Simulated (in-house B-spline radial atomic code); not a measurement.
Results of a calculation; reference values are marked as such.
## Extrapolating the RPA correlation energy in partial waves: Ir V (Ir4+)

All-electron RPA on PBE orbitals from a B-spline radial code for spherical atoms, scalar-relativistic (spin-free one-electron X2C), finite nucleus, configuration [Xe] 4f14 5d5, highest spin. Without the two-electron picture change, the correlation of inner shells comes somewhat too large for so heavy an element. With empty states up to angular momentum L the sums are:

```
L  E_c(L) (hartree)
5         -5.726729
6         -6.077431
7         -6.266325
```

For large l each further wave adds A/(l + 1/2)⁴, because the basis must build the cusp where two electrons meet.

(1) Estimate the limit from L = 6 and L = 7.

(2) How good is the estimate?

Results:

(1) Wave 7 adds -0.188894, against a sum of (l + 1/2)⁻⁴ of 3.16049e-04, so A = -597.67. The sum over l > 7 is ζ(4, 8.5) = 6.4602e-04, close to 1/(3 × 8³) = 6.5104e-04. The tail is -0.386110 and the limit -6.65244 hartree.

(2) A run to L = 11 sums to -6.50217 and extrapolates to -6.58715 hartree, 9.12 millihartree from the run before, so it has not settled and is itself too deep. The estimate differs from that by -65.29 millihartree, while the bare sum at L = 7 misses 320.8 millihartree (4.9 %).
